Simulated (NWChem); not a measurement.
System: SrHSBr; SMILES [SH][Sr][Br]

Here is an NWChem input.

```
start job
memory heap 200 mb stack 900 mb global 1100 mb
geometry units angstroms noautoz
  Sr    -0.432812     0.587540    -0.005187
  Br     0.151755    -2.128420     0.003505
  S      0.921751     2.967572    -0.002925
  H     -0.247338     3.676162    -0.009513
end
basis spherical
  * library def2-svp
end
ecp
  Sr library def2-ecp
end
dft
  xc xwpbe 1.00 cpbe96 1.0 hfexch 1.00
  cam 0.8 cam_alpha 0.0 cam_beta 1.0
  iterations 150
  vectors input atomic output neutral.movecs
end
task dft energy
charge 1
dft
  odft
  mult 2
  vectors input atomic output cation.movecs
end
task dft energy
```

Geometry: optimised at PBE-D3(BJ)/def2-SVP. def2 effective core potentials on Sr; no spin-orbit coupling.

Ions are spin-unrestricted doublets at the neutral geometry; other ion states weren't tried. Functional: LC-ωPBE (HJS hole) with def2-SVP; the question gives the range parameter ω in 1/bohr.

Task: Give the results of this calculation. (LC-wPBE (HJS exchange hole, range parameter 0.8 per bohr)/def2-SVP with def2 effective core potentials on Sr, vertical spin-unrestricted ions.) Quantities: vertical ionisation energy, ΔSCF (eV); −ε(HOMO) (eV).

Result: 
```
Property                               Result
-------------------------------------  ------
vertical ionisation energy, ΔSCF (eV)    8.79
−ε(HOMO) (eV)                            9.84
```
